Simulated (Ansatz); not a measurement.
The same path of AlBrH4 (6 atoms, charge 0, multiplicity 1) was run 3 times with different band settings. Lost on the way: Al1–H2, Br5–H6. Made: Al1–Br5, H2–H6.

These are results of Ansatz, RKS B3LYP-D4/def2-SVP, not measurements.

Relaxed end points:

```xyz
6
Properties=species:S:1:pos:R:3
Al 0.001 0.188 -0.004
H -0.005 0.738 1.489
H 1.371 0.120 -0.803
H -1.374 0.042 -0.785
Br 0.084 -2.523 0.970
H 0.079 -2.098 2.337
```

```xyz
6
Properties=species:S:1:pos:R:3
Al 0.022 -0.626 -0.211
H 0.010 0.278 1.972
H 1.391 0.118 -0.445
H -1.389 0.039 -0.427
Br 0.089 -2.870 0.198
H 0.033 -0.472 2.117
```

Common settings: spring 5.0 eV/Å²; optimiser quadratic models (default); start path through a guess of the saddle point; force threshold 0.03 eV/Å; iteration limit 60; end points relaxed.

| run | movable images | climbing image |
| --- | --- | --- |
| 1 | 5 | yes |
| 2 | 1 | no |
| 3 | 1 | yes |

**Question.** What does each run give, and how far can it be trusted?

**Answer.** Run 1: converged after 9 iterations, highest image 0.104 eV above the first end. A vibrational analysis at the climbing image gives one clearly imaginary mode, 304i cm⁻¹: a first-order saddle point.
Run 2: converged after 7 iterations, highest image 0.075 eV above the first end. Neighbouring images differ by up to 1.3 eV, so the band resolves the path poorly. No image climbed, so the highest image needn't sit at the top of the path. So few images can step over the top or miss a turn of the path.
Run 3: converged after 9 iterations, highest image 0.104 eV above the first end. Neighbouring images differ by up to 1.4 eV, so the band resolves the path poorly. Another band between the same ends (5 images) ends at a top of the same energy, where a vibrational analysis finds 1 clearly imaginary mode. So few images can step over the top or miss a turn of the path.
The orbitals stay closed-shell, which can raise the energy where a bond breaks towards radicals; this wasn't checked here.
